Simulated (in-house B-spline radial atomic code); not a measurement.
A radial electron density 4πr²n(r) was computed for an atom or ion in its tabulated ground configuration with a B-spline radial code for spherical atoms; method: non-relativistic CAM-B3LYP, spin-polarised, spherical fractional occupations. Columns: r (bohr), 4πr²n(r) (electrons per bohr), bar.

```
 0.00169    1.202 #
 0.00205    1.721 #
 0.00249    2.455 ##
 0.00303    3.489 ###
 0.00368    4.898 ####
 0.00447    6.806 #####
 0.00543    9.338 #######
  0.0066    12.62 ##########
 0.00801    16.71 #############
 0.00973    21.65 #################
  0.0118    27.24 #####################
  0.0144    33.37 ##########################
  0.0174    38.95 ##############################
  0.0212    43.69 ##################################
  0.0257    46.37 ####################################
  0.0313    46.55 ####################################
   0.038    44.38 ##################################
  0.0461    41.19 ################################
   0.056    39.17 ##############################
  0.0681    40.58 ###############################
  0.0827    45.95 ####################################
     0.1    52.78 #########################################
   0.122     56.9 ############################################
   0.148    54.14 ##########################################
    0.18    45.27 ###################################
   0.219    36.28 ############################
   0.266    33.63 ##########################
   0.323    37.48 #############################
   0.392     41.1 ################################
   0.476    37.76 #############################
   0.578     27.5 #####################
   0.702    16.23 #############
   0.853    9.141 #######
    1.04     6.49 #####
    1.26    5.436 ####
    1.53     3.86 ###
    1.86    1.967 ##
    2.26   0.6732 #
    2.74   0.1484 
    3.33  0.01878 
    4.04 0.001275 
    4.91 3.958e-05
```

Q: Which atom or ion is it?
A. Sr4+
B. Kr5+
C. Rb5+
D. Sr5+

A: D. The area under the curve, ∫4πr²n dr = ∫r·4πr²n d(ln r) on this logarithmic grid, is 33 electrons, which only this option has. The configuration is [Ar] 3d10 4s2 4p3.
